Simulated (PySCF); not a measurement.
## ORD: `[C@H]1(C)[C@@H](C=C)[C@H](F)[Se]1`, C6H9FSe

Geometry:
```tsv
atom	x (Å)	y (Å)	z (Å)
C1	2.428	-0.393	0.231
C2	1.268	-0.175	-0.360
C3	0.173	0.649	0.234
C4	-1.094	-0.114	0.688
C5	-1.392	-1.402	-0.047
Se6	-2.296	1.395	0.115
C7	-0.501	1.632	-0.722
F8	-0.010	2.893	-0.672
H9	2.660	0.024	1.197
H10	3.193	-0.997	-0.224
H11	1.059	-0.602	-1.332
H12	0.563	1.222	1.080
H13	-1.140	-0.267	1.767
H14	-1.442	-1.240	-1.122
H15	-2.347	-1.805	0.283
H16	-0.613	-2.134	0.162
H17	-0.517	1.326	-1.773
```

Computed, not measured: TDDFT B3LYP/def2-SVPD circular dichroism and optical rotation, one conformer, gas phase in PySCF 2.14.0. Geometry: GFN2-xTB.

The molecule is flexible and this is one conformer; a measurement averages over conformers. The calculation is non-relativistic, which matters for the atoms heavier than Zn. States above about 6.2 eV (minus the energy of the highest occupied orbital) lie near or above the ionisation threshold and depend on the basis. Singlets 5 and 6 lie within 0.01 eV of each other, so their separate moments and overlaps can depend on how they mix.

Stereocentres: C3 R, C4 S, C7 R.

Problem. Give the optical rotatory dispersion at 633, 589.3, 546, 436, 405, 365 nm.

Solution. [α] in deg dm⁻¹ (g/mL)⁻¹:
| λ (nm) | origin-invariant length gauge | modified velocity gauge | length gauge (centre of mass) | isotropic polarisability (au) |
| --- | --- | --- | --- | --- |
| 633 | -283.4 | -275.5 | -282.5 | 104.4 |
| 589.3 | -337.9 | -329.2 | -336.8 | 104.9 |
| 546 | -410.8 | -401.7 | -409.5 | 105.6 |
| 436 | -794.9 | -793.0 | -792.9 | 108.6 |
| 405 | -1046.4 | -1058.8 | -1044.2 | 110.0 |
| 365 | -1835.0 | -1933.7 | -1832.3 | 112.6 |

The shortest wavelength is close to the first absorption, where this undamped response comes out too large.

Problem. And for the mirror image at 589.3 nm?

Solution. +337.9 deg dm⁻¹ (g/mL)⁻¹ (origin-invariant length gauge): the same size and the opposite sign.

Problem. What is the molar rotation [Φ] = [α]·M/100 of the geometry above at 589.3 nm?

Solution. With M = 179.11 g/mol, -605.2 deg cm² dmol⁻¹ (origin-invariant length gauge).

The first excitation lies at 3.73 eV (332 nm) with R = -4.8 × 10⁻⁴⁰ esu² cm² (velocity form).
